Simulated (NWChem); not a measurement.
System: C4H4OS; SMILES Oc1ccsc1

Input file for NWChem:

```
start job
memory heap 200 mb stack 900 mb global 1100 mb
geometry units angstroms noautoz
  O      0.341350     2.335426     0.000000
  C      0.086375     1.009975     0.000000
  C     -1.216684     0.423301     0.000000
  C     -1.169364    -0.945326     0.000000
  S      0.441618    -1.524990     0.000000
  C      1.086457     0.067793     0.000000
  H     -0.491176     2.817147     0.000000
  H     -2.145687     0.997917     0.000000
  H     -2.006165    -1.642173     0.000000
  H      2.159184     0.248259     0.000000
end
basis spherical
  * library def2-svp
end
dft
  xc b3lyp
  iterations 150
  mulliken
end
task dft energy
```

NWChem printed, in part:

```
             Northwest Computational Chemistry Package (NWChem) 7.3.0
             --------------------------------------------------------

 CS  symmetry detected

                             Geometry "geometry" -> ""
                             -------------------------

 Output coordinates in angstroms (scale by  1.889725989 to convert to a.u.)

  No.       Tag          Charge          X              Y              Z
 ---- ---------------- ---------- -------------- -------------- --------------
    1 O                    8.0000     0.32978456     2.33624018     0.00000000
    2 C                    6.0000     0.08100995     1.00961144     0.00000000
    3 C                    6.0000    -1.21929161     0.41685096     0.00000000
    4 C                    6.0000    -1.16557264    -0.95153982     0.00000000
    5 S                   16.0000     0.44810216    -1.52366479     0.00000000
    6 C                    6.0000     1.08548651     0.07211597     0.00000000
    7 H                    1.0000    -0.50498479     2.81406315     0.00000000
    8 H                    1.0000    -2.15097127     0.98711680     0.00000000
    9 H                    1.0000    -1.99910615    -1.65229195     0.00000000
   10 H                    1.0000     2.15735795     0.25759590     0.00000000

 Effective nuclear repulsion energy (a.u.)     272.7319264243

      Symmetry information
      --------------------

 Group name             Cs
 Group number              2
 Group order               2
 No. of unique centers    10

                                 NWChem DFT Module
                                 -----------------

 Summary of "ao basis" -> "ao basis" (spherical)
 ------------------------------------------------------------------------------
       Tag                 Description            Shells   Functions and Types
 ---------------- ------------------------------  ------  ---------------------
 O                          def2-svp                 6       14   3s2p1d
 C                          def2-svp                 6       14   3s2p1d
 S                          def2-svp                 8       18   4s3p1d
 H                          def2-svp                 3        5   2s1p

      Symmetry analysis of basis
      --------------------------

        a'         79
        a"         29

            General Information
            -------------------
          SCF calculation type: DFT
          Wavefunction type:  closed shell.
          No. of atoms     :    10
          No. of electrons :    52
           Alpha electrons :    26
            Beta electrons :    26
          Charge           :     0
          Spin multiplicity:     1
          Use of symmetry is: on ; symmetry adaption is: on
          Maximum number of iterations: 150
          AO basis - number of functions:   108
                     number of shells:    50
          Convergence on energy requested:  1.00D-06
          Convergence on density requested:  1.00D-05
          Convergence on gradient requested:  5.00D-04

              XC Information
              --------------
                         B3LYP Method XC Potential
                     Hartree-Fock (Exact) Exchange  0.200
                        Slater Exchange Functional  0.800 local
                    Becke 1988 Exchange Functional  0.720 non-local
              Lee-Yang-Parr Correlation Functional  0.810
                  VWN I RPA Correlation Functional  0.190 local

             Grid Information
             ----------------
          Grid used for XC integration:  medium
          Radial quadrature: Mura-Knowles
          Angular quadrature: Lebedev.
          Tag              B.-S. Rad. Rad. Pts. Rad. Cut. Ang. Pts.
          ---              ---------- --------- --------- ---------
          O                   0.60       49          12.0       434
          C                   0.70       49          10.0       434
          S                   1.00       88          11.0       590
          H                   0.35       45          12.0       434
          Grid pruning is: on
          Number of quadrature shells:   513
          Spatial weights used:  Erf1

      Superposition of Atomic Density Guess
      -------------------------------------

 Sum of atomic energies:        -624.53483047

      Non-variational initial energy
      ------------------------------

 Total energy =    -628.206915
 1-e energy   =   -1398.185484
 2-e energy   =     497.246643
 HOMO         =      -0.228335
 LUMO         =       0.013527

      Symmetry analysis of molecular orbitals - initial
      -------------------------------------------------

  Numbering of irreducible representations:

     1 a'          2 a"

  Orbital symmetries:

     1 a'          2 a'          3 a'          4 a'          5 a'
     6 a'          7 a'          8 a'          9 a'         10 a"
    11 a'         12 a'         13 a'         14 a'         15 a'
    16 a'         17 a'         18 a'         19 a"         20 a'
    21 a'         22 a"         23 a'         24 a'         25 a"
    26 a"         27 a"         28 a'         29 a"         30 a'
    31 a'         32 a'         33 a'         34 a'         35 a'
    36 a'

     ---------------------------------------------
      Total Density - Mulliken Population Analysis
     ---------------------------------------------

    Atom       Charge   Shell Charges
 -----------   ------   -------------------------------------------------------
    1 O    8     8.49   1.99  1.10  0.61  3.00  1.79  0.01
    2 C    6     5.71   1.99  0.94  0.14  1.79  0.78  0.08
    3 C    6     6.21   1.99  0.97  0.30  2.05  0.86  0.03
    4 C    6     6.10   1.99  0.97  0.29  1.89  0.93  0.04
    5 S   16    15.86   2.00  1.99  1.19  0.64  5.94  1.70  2.31  0.09
    6 C    6     6.25   1.99  0.97  0.32  1.98  0.96  0.03
    7 H    1     0.67   0.54  0.07  0.06
    8 H    1     0.91   0.67  0.22  0.03
    9 H    1     0.89   0.66  0.20  0.02
   10 H    1     0.90   0.66  0.22  0.03

   convergence    iter        energy       DeltaE   RMS-Dens  Diis-err
 ---------------- ----- ----------------- --------- --------- ---------
 d= 0,ls=0.0,diis     1   -627.8701164057 -9.01D+02  1.05D-02  6.37D-01
 d= 0,ls=0.0,diis     2   -627.9042956435 -3.42D-02  5.75D-03  3.88D-01
 d= 0,ls=0.0,diis     3   -627.9348251217 -3.05D-02  2.01D-03  9.66D-02
 d= 0,ls=0.0,diis     4   -627.9440009112 -9.18D-03  6.24D-04  3.98D-03
 d= 0,ls=0.0,diis     5   -627.9443778381 -3.77D-04  2.43D-04  8.76D-04
  Resetting Diis
 d= 0,ls=0.0,diis     6   -627.9444923927 -1.15D-04  6.08D-05  5.11D-05
 d= 0,ls=0.0,diis     7   -627.9444983512 -5.96D-06  4.46D-05  6.38D-06
 d= 0,ls=0.0,diis     8   -627.9444964266  1.92D-06  3.09D-05  2.11D-05
 d= 0,ls=0.0,diis     9   -627.9444991139 -2.69D-06  4.49D-06  2.45D-07
 d= 0,ls=0.0,diis    10   -627.9444991478 -3.39D-08  7.97D-07  1.03D-08

         Total DFT energy =     -627.944499147830
      One electron energy =    -1402.295754290501
           Coulomb energy =      559.113487165253
    Exchange-Corr. energy =      -57.494158446888
 Nuclear repulsion energy =      272.731926424307

 Numeric. integr. density =       52.000008487598

                  Occupations of the irreducible representations
                  ----------------------------------------------

                     irrep           alpha         beta
                     --------     --------     --------
                     a'               21.0         21.0
                     a"                5.0          5.0

                       DFT Final Molecular Orbital Analysis
                       ------------------------------------

 Vector   24  Occ=2.000000D+00  E=-3.472918D-01  Symmetry=a'
              MO Center=  2.5D-01, -9.8D-01, -5.1D-14, r^2= 3.3D+00
   Bfn.  Coefficient  Atom+Function         Bfn.  Coefficient  Atom+Function
  ----- ------------  ---------------      ----- ------------  ---------------
    68      0.359642   5 S  py               65      0.333007   5 S  py
    60     -0.278215   5 S  s                79     -0.232767   6 C  py
    33      0.200605   3 C  py               59     -0.200687   5 S  s
    47     -0.196198   4 C  py               62      0.185783   5 S  py
    67     -0.165399   5 S  px               46      0.157876   4 C  px

 Vector   25  Occ=2.000000D+00  E=-2.481352D-01  Symmetry=a"
              MO Center= -3.4D-01, -3.8D-01,  2.1D-14, r^2= 2.9D+00
   Bfn.  Coefficient  Atom+Function         Bfn.  Coefficient  Atom+Function
  ----- ------------  ---------------      ----- ------------  ---------------
    34      0.375216   3 C  pz               69     -0.369795   5 S  pz
    37      0.271435   3 C  pz               66     -0.267183   5 S  pz
    48      0.254615   4 C  pz               80     -0.219566   6 C  pz
    83     -0.180195   6 C  pz               51      0.175819   4 C  pz
    63     -0.149064   5 S  pz                6     -0.084303   1 O  pz

 Vector   26  Occ=2.000000D+00  E=-2.166878D-01  Symmetry=a"
              MO Center=  2.7D-01,  2.6D-01, -2.8D-15, r^2= 3.2D+00
   Bfn.  Coefficient  Atom+Function         Bfn.  Coefficient  Atom+Function
  ----- ------------  ---------------      ----- ------------  ---------------
    80      0.345837   6 C  pz                6     -0.308416   1 O  pz
    20      0.302575   2 C  pz               83      0.283653   6 C  pz
    69     -0.280062   5 S  pz                9     -0.255243   1 O  pz
    48     -0.231927   4 C  pz               51     -0.205156   4 C  pz
    66     -0.192268   5 S  pz               23      0.161424   2 C  pz

[...]
```

Level: B3LYP/def2-SVP. All runs use the structure optimised with PBE0/def2-SVP. B3LYP is NWChem's, with the RPA form of VWN correlation.
